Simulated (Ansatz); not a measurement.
```tsv
atom	x (Å)	y (Å)	z (Å)
C	-0.0420	-0.3939	-0.3396
C	0.0592	-0.4641	1.1574
O	-0.0633	0.9242	-0.7663
H	-0.8768	-1.0212	-0.7578
H	0.8969	-0.9009	-0.7715
H	-0.0188	-1.4450	1.5385
H	0.9129	0.0680	1.5494
H	-0.8700	0.0649	1.5170
H	-0.0508	0.9613	-1.7604
```

Basis set: 6-31G (spherical functions). Frozen core: 3 orbitals. Charge 0, multiplicity 1.

Computed with Ansatz (development build ahead of 0.2.0); each method stands on the lowest determinant of its kind that the runs found. Restricted open shells among the atoms or ions are ROHF, correlated in semicanonical orbitals with singles.

The atomization energy at this shape (free ground-state atoms in the same class of orbitals less the molecule, no zero-point energy) of singlet C2H6O:

| method | atomization energy |
| --- | --- |
| RHF-MP2 | 2851.7 kJ/mol |

**Question.** What does RHF give?

**Answer.** 2306.9 kJ/mol.

This basis has no polarisation functions and is too small for such energies, which can lie far from measured ones in either direction.
